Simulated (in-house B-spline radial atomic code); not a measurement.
Configurations of Sm VII (Sm6+), with energies counted from [Kr] 4d10 (4f5/2)4 5s2 (5p1/2)2 (5p3/2)2. All numbers are computed (Dirac-Hartree-Fock, average of each configuration as written; Fermi nucleus of rms radius 5.0819 fm) with a radial B-spline atomic code at the basis-set limit, not measured. Energies include first-order Breit, QED and recoil terms.

Occupations are held fixed; configurations that lie above the ionisation limit could autoionise.

```json
{"configuration": "[Kr] 4d10 (4f7/2)4 5s2 (5p1/2)2 (5p3/2)2", "E - E(ref) (eV)": "3.8143", "highest orbital": "4f7/2", "its <r> (bohr)": "0.8038"}
{"configuration": "[Kr] 4d10 (4f5/2)3 5s2 (5p1/2)2 (5p3/2)2 (6p1/2)1", "E - E(ref) (eV)": "44.368", "highest orbital": "6p1/2", "its <r> (bohr)": "2.845"}
{"configuration": "[Kr] 4d10 (4f5/2)3 5s2 (5p1/2)1 (5p3/2)3 7s1", "E - E(ref) (eV)": "65.889", "highest orbital": "7s1/2", "its <r> (bohr)": "4.336"}
{"configuration": "[Kr] 4d10 (4f7/2)3 5s2 (5p1/2)2 (5p3/2)2 9s1", "E - E(ref) (eV)": "81.03", "highest orbital": "9s1/2", "its <r> (bohr)": "9.061"}
{"configuration": "[Kr] 4d10 (4f5/2)2 (4f7/2)2 5s2 (5p1/2)1 (5p3/2)2 (6g9/2)1", "E - E(ref) (eV)": "87.451", "highest orbital": "6g9/2", "its <r> (bohr)": "6.106"}
{"configuration": "[Kr] (4d3/2)3 (4d5/2)6 (4f5/2)2 (4f7/2)2 5s2 (5p3/2)4 (8p1/2)1", "E - E(ref) (eV)": "226.4", "highest orbital": "8p1/2", "its <r> (bohr)": "6.939"}
{"configuration": "[Kr] (4d3/2)3 (4d5/2)6 (4f5/2)4 5s2 (5p1/2)1 (5p3/2)3 (7g7/2)1", "E - E(ref) (eV)": "227.32", "highest orbital": "7g7/2", "its <r> (bohr)": "8.799"}
```

Q: Order these further configurations by energy, lowest first.
A. [Kr] (4d3/2)3 (4d5/2)6 (4f7/2)4 5s2 (5p1/2)1 (5p3/2)4
B. [Kr] 4d10 (4f5/2)3 5s2 (5p1/2)1 (5p3/2)3 (8g7/2)1
C. [Kr] 4d10 (4f5/2)3 (4f7/2)2 5s2 (5p1/2)1 (5p3/2)2
D. [Kr] 4d10 (4f5/2)1 (4f7/2)2 5s2 (5p1/2)1 (5p3/2)3 (5d3/2)1
E. [Kr] 4d10 (4f5/2)1 (4f7/2)3 5s2 (5p1/2)2 (5p3/2)1 (9g7/2)1

A: C (18.843 eV), D (32.018 eV), B (88.725 eV), E (94.152 eV), A (135.67 eV).

Q: How far above the reference does [Kr] 4d10 (4f5/2)3 (4f7/2)1 5s2 (5p1/2)2 (5p3/2)1 8s1 lie?

A: 78.345 eV; its least bound orbital is 8s1/2 with <r> = 6.528 bohr.

Q: How far above the reference does [Kr] 4d10 (4f5/2)2 (4f7/2)2 5s2 (5p1/2)2 (5p3/2)2 lie?

A: 3.6029 eV; its least bound orbital is 4f7/2 with <r> = 0.8061 bohr.

Q: How far above the reference does [Kr] 4d10 (4f5/2)2 (4f7/2)1 5s2 (5p1/2)1 (5p3/2)3 (7d5/2)1 lie?

A: 76.823 eV; its least bound orbital is 7d5/2 with <r> = 5.601 bohr.
